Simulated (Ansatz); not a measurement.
This geometry of B₂FH₃O (7 atoms, charge 0, multiplicity 1) is a first-order saddle point.

Method: RKS PBE0-D4/6-31G* (Ansatz 0.2.0).

```xyz
7
Properties=species:S:1:pos:R:3
B -0.642 0.924 -0.206
B 0.398 -0.404 -0.288
O 1.034 -0.848 0.846
F 0.678 -1.012 -1.443
H -1.813 0.802 0.029
H -0.247 2.052 -0.315
H 0.592 -1.516 1.378
```

Task: Which two structures does it join? (They come from a converged band through this point; their orientation in space is the band's.)

Result: No bond is made or broken.

First end point:

```xyz
7
Properties=species:S:1:pos:R:3
B -0.734 0.974 -0.153
B 0.288 -0.379 -0.138
O 0.693 -0.932 1.030
F 0.717 -0.930 -1.287
H -1.929 0.867 -0.174
H -0.306 2.094 -0.157
H 1.271 -1.694 0.879
```

Last end point:

```xyz
7
Properties=species:S:1:pos:R:3
B -0.644 0.854 -0.103
B 0.371 -0.485 -0.356
O 0.946 -1.260 0.599
F 0.653 -0.840 -1.613
H -1.836 0.744 -0.019
H -0.215 1.970 -0.004
H 0.726 -0.984 1.496
```

Task: How far does it lie above each of them?

Result: 0.47 eV above the first and 0.39 eV above the second. This is the barrier of this one path; another mechanism may lie lower.

The run took 2.3 min on 1 thread of Intel(R) Xeon(R) 6975P-C (Granite Rapids), with other jobs on the host, peak memory 0.24 GiB.
